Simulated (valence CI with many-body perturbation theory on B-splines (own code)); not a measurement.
# Ho XLVI: M1 decay

Level of theory: valence CI with perturbative core correlation (CI+MBPT): four valence electrons over a frozen Dirac-Fock core [Ar], a basis of 7 s, 7 p, 8 d, 6 f, 4 g, 1 h functions for each j, with the one-electron correlation potential Σ1, the two-electron term Σ2, the three-electron term Σ3, Breit, model QED; selected CI, second order for the rest, scaled by the run's own slope (own B-spline code, finite nucleus).

No measured spectrum was set against this ion. As an estimate, large intervals hold to a few tenths of a per cent, small ones and those within an open d or f shell to about a per cent. Excitations out of the core, of the other parity, are not computed and may begin above about 210 eV (a cautious bound); beyond it only levels of the ground parity were kept, without lifetimes. Only levels of the ground parity were solved; by the run's estimate the other parity begins above the list, which can be wrong where configurations are misplaced.

Lines 1 to 50 of 116 in falling wavelength, among levels below 209.85 eV, chosen from the decays that carry over 1 % of a level's rate. Wavelengths and rates use the calculated energies. Weak lines are less certain than strong ones. Lines between different terms over intervals too small for the method are left out, as are lines whose strength nearly cancels. The highest levels of a list are the least certain. Branching is blank where the lifetime is uncertain.

Levels are named by their leading jj configuration (3d3/2^4 stands for four electrons in 3d with j = 3/2), which in mixed levels can hold well under half, so a name can repeat and another be missing. Letters in brackets count levels of one name in rising energy.

```
λ vac (Å)                      Upper                      Lower  Type   A (s⁻¹)  Branch %
     4742      (3d3/2^2 3d5/2^2) J=6      (3d3/2^2 3d5/2^2) J=5    M1  7.06e+01      82.0
     3726        (3d3/2^3 3d5/2) J=3        (3d3/2^3 3d5/2) J=2    M1  2.87e+02          
     2588        (3d3/2^3 3d5/2) J=3        (3d3/2^3 3d5/2) J=4    M1  5.49e+02          
     1138  (3d3/2^2 3d5/2^2) J=4 [b]  (3d3/2^2 3d5/2^2) J=3 [a]    M1  4.76e+03       3.2
     1067      (3d3/2^2 3d5/2^2) J=1  (3d3/2^2 3d5/2^2) J=0 [a]    M1  1.03e+04       1.3
     1014        (3d3/2^3 3d5/2) J=2        (3d3/2^3 3d5/2) J=1    M1  1.83e+04      99.4
    845.5    (3d3/2 3d5/2^3) J=3 [c]    (3d3/2 3d5/2^3) J=2 [a]    M1  1.01e+04       1.0
    833.4  (3d3/2^2 3d5/2^2) J=2 [d]  (3d3/2^2 3d5/2^2) J=2 [c]    M1  1.39e+04      14.0
    812.2  (3d3/2^2 3d5/2^2) J=2 [b]  (3d3/2^2 3d5/2^2) J=2 [a]    M1  1.03e+04       4.5
    741.5  (3d3/2^2 3d5/2^2) J=4 [c]  (3d3/2^2 3d5/2^2) J=3 [b]    M1  6.70e+03       1.9
    667.5        (3d3/2 3d5/2^3) J=0    (3d3/2 3d5/2^3) J=1 [a]    M1  2.49e+04       3.3
    578.8    (3d3/2 3d5/2^3) J=3 [b]  (3d3/2^2 3d5/2^2) J=2 [d]    M1  1.20e+04       1.0
    517.4    (3d3/2 3d5/2^3) J=1 [b]  (3d3/2^2 3d5/2^2) J=0 [b]    M1  5.32e+04       3.6
    515.3  (3d3/2^2 3d5/2^2) J=4 [c]      (3d3/2^2 3d5/2^2) J=5    M1  5.20e+03       1.5
    481.5  (3d3/2^2 3d5/2^2) J=2 [d]  (3d3/2^2 3d5/2^2) J=2 [b]    M1  1.18e+04      11.9
    474.3  (3d3/2^2 3d5/2^2) J=2 [c]  (3d3/2^2 3d5/2^2) J=2 [a]    M1  1.72e+04       1.5
    456.0  (3d3/2^2 3d5/2^2) J=2 [d]  (3d3/2^2 3d5/2^2) J=3 [b]    M1  4.59e+03       4.6
    443.4    (3d3/2 3d5/2^3) J=3 [c]    (3d3/2 3d5/2^3) J=4 [a]    M1  1.40e+04       1.4
    420.5  (3d3/2^2 3d5/2^2) J=4 [c]  (3d3/2^2 3d5/2^2) J=4 [a]    M1  5.74e+04      16.2
    401.4  (3d3/2^2 3d5/2^2) J=2 [d]      (3d3/2^2 3d5/2^2) J=1    M1  2.73e+03       2.7
    389.7    (3d3/2 3d5/2^3) J=2 [b]    (3d3/2 3d5/2^3) J=3 [a]    M1  3.76e+04       3.5
    384.3  (3d3/2^2 3d5/2^2) J=4 [a]        (3d3/2^3 3d5/2) J=3    M1  7.97e+04      10.9
    364.1  (3d3/2^2 3d5/2^2) J=3 [a]        (3d3/2^3 3d5/2) J=3    M1  4.19e+05      57.6
    361.3    (3d3/2 3d5/2^3) J=3 [c]  (3d3/2^2 3d5/2^2) J=2 [d]    M1  5.68e+04       5.9
    359.7    (3d3/2 3d5/2^3) J=3 [a]  (3d3/2^2 3d5/2^2) J=4 [b]    M1  6.95e+04       3.6
    359.1    (3d3/2 3d5/2^3) J=2 [a]  (3d3/2^2 3d5/2^2) J=2 [c]    M1  7.67e+04       4.7
    359.0  (3d3/2^2 3d5/2^2) J=2 [a]        (3d3/2^3 3d5/2) J=2    M1  2.37e+05      18.0
    356.3    (3d3/2 3d5/2^3) J=1 [b]  (3d3/2^2 3d5/2^2) J=2 [d]    M1  2.61e+05      17.8
    353.7              (3d5/2^4) J=2    (3d3/2 3d5/2^3) J=3 [c]    M1  1.18e+05       4.4
    341.6    (3d3/2 3d5/2^3) J=3 [b]  (3d3/2^2 3d5/2^2) J=2 [c]    M1  1.98e+04       1.7
    334.6  (3d3/2^2 3d5/2^2) J=4 [a]        (3d3/2^3 3d5/2) J=4    M1  6.50e+05      89.1
    331.7  (3d3/2^2 3d5/2^2) J=3 [a]        (3d3/2^3 3d5/2) J=2    M1  3.08e+05      42.3
    331.4    (3d3/2 3d5/2^3) J=1 [a]  (3d3/2^2 3d5/2^2) J=2 [b]    M1  9.91e+04       4.0
    330.7        (3d3/2^3 3d5/2) J=1              (3d3/2^4) J=0    M1  7.10e+05     100.0
    327.0              (3d5/2^4) J=4    (3d3/2 3d5/2^3) J=3 [b]    M1  8.08e+04       3.1
    324.8  (3d3/2^2 3d5/2^2) J=2 [d]  (3d3/2^2 3d5/2^2) J=3 [a]    M1  1.15e+04      11.5
    317.9    (3d3/2 3d5/2^3) J=2 [b]  (3d3/2^2 3d5/2^2) J=2 [d]    M1  5.44e+04       5.1
    314.5        (3d3/2 3d5/2^3) J=5  (3d3/2^2 3d5/2^2) J=4 [b]    M1  3.25e+05      34.7
    303.3    (3d3/2 3d5/2^3) J=4 [a]      (3d3/2^2 3d5/2^2) J=5    M1  8.21e+04       4.9
    302.3  (3d3/2^2 3d5/2^2) J=2 [d]  (3d3/2^2 3d5/2^2) J=2 [a]    M1  2.24e+03       2.3
    297.1  (3d3/2^2 3d5/2^2) J=0 [b]      (3d3/2^2 3d5/2^2) J=1    M1  3.95e+05      59.8
    291.9      (3d3/2^2 3d5/2^2) J=5        (3d3/2^3 3d5/2) J=4    M1  3.74e+05      99.8
    291.4    (3d3/2 3d5/2^3) J=1 [a]      (3d3/2^2 3d5/2^2) J=1    M1  4.50e+05      18.2
    281.4        (3d3/2 3d5/2^3) J=5      (3d3/2^2 3d5/2^2) J=6    M1  1.91e+05      20.4
    278.5    (3d3/2 3d5/2^3) J=4 [a]  (3d3/2^2 3d5/2^2) J=3 [a]    M1  3.99e+05      23.7
    277.6      (3d3/2^2 3d5/2^2) J=1        (3d3/2^3 3d5/2) J=2    M1  8.04e+05      97.6
    276.9    (3d3/2 3d5/2^3) J=3 [c]  (3d3/2^2 3d5/2^2) J=4 [c]    M1  4.40e+05      45.4
    276.5        (3d3/2 3d5/2^3) J=6      (3d3/2^2 3d5/2^2) J=6    M1  3.71e+05      46.4
    275.9  (3d3/2^2 3d5/2^2) J=4 [b]        (3d3/2^3 3d5/2) J=3    M1  1.41e+05      93.4
    275.3  (3d3/2^2 3d5/2^2) J=3 [b]        (3d3/2^3 3d5/2) J=3    M1  8.93e+04      16.4
```
